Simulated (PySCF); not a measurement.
# Fine-structure interval along the 9-electron series

Calculated with PySCF 2.14 and a two-component X2C-1e Hamiltonian (Gaussian nucleus, no Breit or QED terms), each ion in its own even-tempered basis scaled to its charge; GMP2 freezes nothing and drops the highest virtual spinors. Values in cm⁻¹.

```csv
ion,configuration,GHF (screened spin-orbit),GMP2 (screened spin-orbit),GHF (bare spin-orbit)
Pt⁶⁹⁺,[He] 2s2 2p5,14452000,14454000,14885000
Au⁷⁰⁺,[He] 2s2 2p5,15338000,15339000,15793000
Hg⁷¹⁺,[He] 2s2 2p5,16268000,16270000,16747000
```

Between Z = 78 and Z = 80 the GHF (bare spin-orbit) value grows as Z to the power 4.66.
